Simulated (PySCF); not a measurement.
Compound: CH8AlOSb.
Z-matrix (Å and degrees, PBE0-D3(BJ)/def2-SVP geometry), rows numbered from 1:
```
C 
O   1  1.3863
Al  2  1.7256  1  134.56
Sb  3  2.9185  2   86.80  1   -93.93
H   1  1.1049  2  110.64  3  -137.28
H   1  1.1079  2  111.57  3   104.00
H   1  1.1081  2  113.22  3   -16.78
H   3  1.5874  2  115.15  1   169.72
H   3  1.5944  2  118.32  1     8.09
H   4  1.7012  3  113.27  2    44.45
H   4  1.6996  3  111.97  2   -61.60
H   4  1.7052  3  137.43  2   172.28
```

The calculation used PySCF, PBE0-D3(BJ)/def2-SVP geometry optimisation, gas phase, def2 core potentials past Kr.

Take the most abundant isotopes and a rigid rotor. The values belong to one conformer with, in the numbering `[CH3:1][O:2][AlH2-:3][SbH3+:4]`, C1–O2–Al3–Sb4 -94°.

Question: Give the principal moments of inertia and the rotational constants in cm⁻¹.

Answer: Ia = 98.30, Ib = 423.66, Ic = 496.98 u·Å²; 505379 MHz·u·Å²/I gives 5141, 1193 and 1017 MHz, that is A = 0.17149, B = 0.03979, C = 0.03392 cm⁻¹.

Question: What kind of rotor is it?

Answer: A near-prolate asymmetric top; Ray's κ = -0.915.

Question: Is it planar, by Δ = Ic − Ia − Ib?

Answer: Not planar: Δ = Ic − Ia − Ib = -24.98 u·Å². For a rigid frame Δ = −2 Σ m c², so Σ m c² = 12.49 u·Å² lies off the ab plane: 8.74 from hydrogen and 3.75 from heavier atoms. The atom farthest from that plane is 1.63 Å away.

Question: Give the other two planar moments, Paa and Pbb, and the rms extents of the mass along the axes.

Answer: Paa = Σ m a² = (Ib + Ic − Ia)/2 = 411.17 and Pbb = Σ m b² = (Ia + Ic − Ib)/2 = 85.81 u·Å². With the mass M = 183.94 u, the rms extents √(P/M) along a, b and c are 1.50, 0.68, 0.26 Å.

Question: Give the coordinates in the principal-axis frame, origin at the centre of mass.

Answer: The sense of each axis is arbitrary; atoms in the order of the calculation.
```tsv
atom	mass (u)	a (Å)	b (Å)	c (Å)
C1	12.000	2.822	1.365	-0.215
O2	15.995	2.274	0.267	0.431
Al3	26.982	1.606	-1.236	-0.090
Sb4	120.904	-0.998	0.079	-0.004
H5	1.008	3.728	1.714	0.311
H6	1.008	2.116	2.218	-0.237
H7	1.008	3.110	1.155	-1.264
H8	1.008	1.332	-2.290	1.065
H9	1.008	1.733	-1.626	-1.631
H10	1.008	-0.989	1.635	-0.692
H11	1.008	-1.391	0.610	1.562
H12	1.008	-2.602	-0.280	-0.459
```

Question: Where do the levels up to J = 4 lie, in cm⁻¹?

Answer: Above 0(0,0):
J = 1: 1(0,1) 0.0737, 1(1,1) 0.2054, 1(1,0) 0.2113
J = 2: 2(0,2) 0.2209, 2(1,2) 0.3470, 2(1,1) 0.3646, 2(2,1) 0.7597, 2(2,0) 0.7599
J = 3: 3(0,3) 0.4413, 3(1,3) 0.5592, 3(1,2) 0.5944, 3(2,2) 0.9808, 3(2,1) 0.9818, 3(3,1) 1.6541, 3(3,0) 1.6541
J = 4: 4(0,4) 0.7342, 4(1,4) 0.8419, 4(1,3) 0.9006, 4(2,3) 1.2755, 4(2,2) 1.2784, 4(3,2) 1.9493, 4(3,1) 1.9493, 4(4,1) 2.8914, 4(4,0) 2.8914
Those of J = 1 are B + C, A + C and A + B.

Question: Which lines would a microwave search look for?

Answer: The dipole components are |μa| = 2.20 D, |μb| = 1.43 D, |μc| = 0.68 D. The squared components, which scale the intensities, stand as 1.00 : 0.42 : 0.10 (a : b : c). Some lines, for components of 0.1 D or more:

```
type  branch         J(Ka,Kc)    MHz  lower level (cm⁻¹)
   b       R  2(0,2) ← 1(1,1)    466               0.205
   a       Q  2(1,1) ← 2(1,2)    528               0.347
   a       R  1(0,1) ← 0(0,0)   2210               0.000
   c       Q  2(1,2) ← 2(0,2)   3778               0.221
   c       Q  1(1,1) ← 1(0,1)   3948               0.074
   b       Q  1(1,0) ← 1(0,1)   4124               0.074
   a       R  2(1,2) ← 1(1,1)   4244               0.205
   b       Q  2(1,1) ← 2(0,2)   4306               0.221
   a       R  2(0,2) ← 1(0,1)   4414               0.074
   a       R  2(1,1) ← 1(1,0)   4596               0.211
   b       R  1(1,1) ← 0(0,0)   6158               0.000
   c       R  1(1,0) ← 0(0,0)   6334               0.000
   b       R  2(1,2) ← 1(0,1)   8192               0.074
   c       R  2(1,1) ← 1(0,1)   8720               0.074
   c       Q  2(2,1) ← 2(1,1)  11845               0.365
   b       Q  2(2,0) ← 2(1,1)  11851               0.365
   b       Q  2(2,1) ← 2(1,2)  12373               0.347
   b       R  2(2,1) ← 1(1,0)  16440               0.211
   c       R  2(2,0) ← 1(1,0)  16446               0.211
   c       R  2(2,1) ← 1(1,1)  16616               0.205
   b       R  2(2,0) ← 1(1,1)  16622               0.205
```

Whether it is a minimum is left open (no frequencies). Zero-point vibration and centrifugal distortion are left out. A rigid rotor knows nothing of internal rotation, which can split or shift real lines. Quadrupole hyperfine structure (27Al) is left out.

Time: 2.7 min wall; peak memory 0.47 GiB. Hardware: Arm Neoverse V1, one thread, shared host. That covers the optimisation of the geometry.
